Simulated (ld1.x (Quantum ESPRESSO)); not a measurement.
Values are calculated unless marked as measured or tabulated.
**Potentials for N compared**

Generated with ld1.x 7.5 (TM, RRKJ, ultrasoft, PAW), atompaw 4.2 or ONCVPSP 4.0.1. The cutoff is in Ry: for ld1.x and atompaw files where the sum of valence levels is converged to 10 mRy in a Bessel basis, for ONCV files where the hardest occupied wave has 1 mHa per electron of residual kinetic energy. The error is the largest all-electron minus pseudo excitation energy over each file’s own four to seven test configurations (ionisations up to +4, promotions, holes and added fractions of an electron), all of which were solved. The labels leave out finer settings (local radius, basis sizes, second energies), which also bear on the numbers. Spin-polarised tests are not counted. The rows are a selection from randomly drawn settings: files with unsolved tests, undetermined cutoffs or missed reference levels are left out.

| potential | cutoff (Ry) | largest error (meV) | bound ghosts |
| --- | --- | --- | --- |
| RRKJ, LDA (PZ), non-relativistic, rc 0.90/1.45/1.30 (spd), local smoothed, core correction yes, reference 2s1.75 2p3.25 | 80 | +573 | none |
| RRKJ, LDA (PZ), scalar-relativistic, rc 0.90/1.45 (sp), local smoothed, core correction yes, reference 2s2 2p1 | 90 | +313 | none |
| RRKJ, PBE, scalar-relativistic, rc 1.00/1.30 (sp), local p, core correction yes, reference 2s2 2p3 | 80 | +289 | none |
| ultrasoft, PBEsol, non-relativistic, rc 0.95/2.22 (sp), local smoothed, core correction yes, reference 2s2 2p1 | 30 | +66 | none |
| ultrasoft, PBE, scalar-relativistic, rc 0.80/1.90/1.80 (spd), local smoothed, core correction yes, reference 2s2 2p2 | 50 | +421 | none |

Fill in the row for N: TM, PBEsol, scalar-relativistic, rc 1.05/1.65 (sp), local s, core correction yes, reference 2s2 2p3.

cutoff 50 Ry, largest error +1342 meV, bound ghosts: none.

Fill in the row for N: RRKJ, PBE, scalar-relativistic, rc 0.85/1.75 (sp), local p, core correction yes, reference 2s1.75 2p3.25.

cutoff 70 Ry, largest error +1708 meV, bound ghosts: none.
